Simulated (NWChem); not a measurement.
Program: NWChem. System: HAs, charge 1, spin multiplicity 2, at the geometry of a parent with another charge or spin, in a state set for the comparison that need not be this species' ground state. Its SCF solution wasn't tested for a lower state. Level: UMP2/def2-TZVP, 9 core orbitals frozen.

Part of the output:

```
             Northwest Computational Chemistry Package (NWChem) 7.3.0
             --------------------------------------------------------

                                NWChem Input Module
                                -------------------

 Scaling coordinates for geometry "geometry" by  1.889725989
 (inverse scale =  0.529177249)

 Turning off AUTOSYM since
 SYMMETRY directive was detected!

                             Geometry "geometry" -> ""
                             -------------------------

 Output coordinates in angstroms (scale by  1.889725989 to convert to a.u.)

  No.       Tag          Charge          X              Y              Z
 ---- ---------------- ---------- -------------- -------------- --------------
    1 As                  33.0000     0.00000000     0.00000000     0.04513100
    2 H                    1.0000     0.00000000     0.00000000    -1.48933400

 Effective nuclear repulsion energy (a.u.)      11.3804154653

            Nuclear Dipole moment (a.u.)
            ----------------------------
        X                 Y               Z
 ---------------- ---------------- ----------------
     0.0000000000     0.0000000000    -0.0000207870

      Symmetry information
      --------------------

 Group name             C2v
 Group number             16
 Group order               4
 No. of unique centers     2

      Symmetry unique atoms

     1    2


 Summary of "ao basis" -> "" (spherical)
 ------------------------------------------------------------------------------
       Tag                 Description            Shells   Functions and Types
 ---------------- ------------------------------  ------  ---------------------
 *                         def2-tzvp                  on all atoms

 Summary of "ao basis" -> "ao basis" (spherical)
 ------------------------------------------------------------------------------
       Tag                 Description            Shells   Functions and Types
 ---------------- ------------------------------  ------  ---------------------
 As                        def2-tzvp                16       48   6s5p4d1f
 H                         def2-tzvp                 4        6   3s1p

                                 NWChem SCF Module
                                 -----------------

  ao basis        = "ao basis"
  functions       =    54
  atoms           =     2
  alpha electrons =    17
  beta  electrons =    16
  charge          =   1.00
[...]
     2   0 2 0     -9.204693     -5.182798     -4.021895      0.000000
     2   0 1 1     -0.000000     -0.000000     -0.000000      0.000000
     2   0 0 2    -10.901213     -9.968924     -9.093351      8.161062

                   NWChem MP2 Semi-direct Energy/Gradient Module
                   ---------------------------------------------

  Basis functions       =     54
  Molecular orbitals    =     54
  Frozen core           =      9
  Frozen virtuals       =      0
  Active alpha occupied =      8
  Active beta occupied  =      7
  Active alpha virtual  =     37
  Active beta virtual   =     38
  Use MO symmetry       = T
  Use skeleton AO sym   = T

  AO/Fock/Back tols     =   1.0D-09  1.0D-09  1.0D-09

 GA uses MA = F    GA memory limited = T

 Available:
  local mem=  1.26D+08
 global mem=  1.44D+08
 local disk=  0.00D+00
  mp2_memr nvloc                    37
  nvloc new                    37
   1 passes of   8:        3145728                      20742                   1499560.
   1 passes of   8: M    126150706           G      144173368           F     123004978.

 Semi-direct pass number   1 of   1  for UHF alpha       at        1.3s
  vrange nnbf                  1485
  mp2_eaftype                    10  avail_ma_in_mb                  1099
 EAF : mp2_eaftype filesize          10     749780.
  mp2_eaf for mointskh                     10
Node 0 wrote      3.5 Mb in      0.0 s     Agg I/O rate:  1667.8 Mb/s
 Done moints_semi at        2.9s
  mp2_eaftype                    10  avail_ma_in_mb                  1089
 EAF : mp2_eaftype filesize          10     749780.
  mp2_eaf for kh                    10
 Done maket at        2.9s
 Done multipass loop at        2.9s

 GA uses MA = F    GA memory limited = T

 Available:
  local mem=  1.26D+08
 global mem=  1.44D+08
 local disk=  0.00D+00
  mp2_memr nvloc                    38
  nvloc new                    38
   1 passes of   7:        3145728                      19243                   1348090.
   1 passes of   7: M    126150706           G      144173368           F     123004978.

 Semi-direct pass number   1 of   1  for UHF beta        at        3.0s
  vrange nnbf                  1485
  mp2_eaftype                    10  avail_ma_in_mb                  1099
 EAF : mp2_eaftype filesize          10     674045.
  mp2_eaf for mointskh                     10
Node 0 wrote      3.2 Mb in      0.0 s     Agg I/O rate:  1994.8 Mb/s
 Done moints_semi at        4.5s
  mp2_eaftype                    10  avail_ma_in_mb                  1089
 EAF : mp2_eaftype filesize          10     674045.
  mp2_eaf for kh                    10
 Done maket at        4.5s
 Done multipass loop at        4.5s

          -------------------------------------------
          SCF energy               -2234.424922611783
          Correlation energy          -0.200923429966
          Singlet pairs                0.000000000000
          Triplet pairs                0.000000000000
          Total MP2 energy         -2234.625846041750
          -------------------------------------------

          ---------------------------------------------------
                    Spin Component Scaled (SCS) MP2
          Same spin pairs                     -0.056135349692
          Same spin scaling factor             0.333333333333
          Opposite spin pairs                 -0.144788080274
          Opposite spin scaling fact.          1.200000000000
          SCS-MP2 correlation energy          -0.192457479560
          Total SCS-MP2 energy             -2234.617380091343
          ---------------------------------------------------

 -----------------------
 Performance information
 -----------------------

 Timer overhead =  2.01D-07 seconds/call

               Nr. of calls         CPU time (s)                 Wall time (s)                GFlops
             ---------------    -------------------     ------------------------------   -------------------
Name         Min   Avg   Max    Min     Avg     Max     Min     Avg     Max   Mx/calls   Min     Max     Sum
mp2: moin     2     2     2    3.1     3.1     3.1      3.1     3.1     3.1     1.5      0.0     0.0     0.0
mp2: make     2     2     2   4.38E-2 4.38E-2 4.38E-2  4.38E-2 4.38E-2 4.38E-2 2.19E-2   0.0     0.0     0.0
mp2: tota     1     1     1    3.2     3.2     3.2      3.2     3.2     3.2     3.2      0.0     0.0     0.0

 The average no. of pstat calls per process was 5.00D+00
 with a timing overhead of 1.01D-06s

 Task  times  cpu:        4.4s     wall:        4.4s

 Total times  cpu:        4.5s     wall:        4.5s
```

Task: Write an NWChem input that would produce this output.

Result: This is not unique; one that fits is 
```
start mol
memory heap 200 mb stack 900 mb global 1100 mb
charge 1
geometry units angstroms nocenter noautoz
  As     0.000000     0.000000     0.045131
  H      0.000000     0.000000    -1.489334
  symmetry group C2v
end
basis spherical
  * library def2-tzvp
end
scf
  uhf
  nopen 1
  maxiter 100
  thresh 1e-7
  semidirect memsize 60000000 filesize 0
  # guess.movecs holds the orbitals of an unrestricted PBE0 run
  vectors input guess.movecs output mol.movecs
end
mp2
  freeze core 9
end
task mp2 energy
```
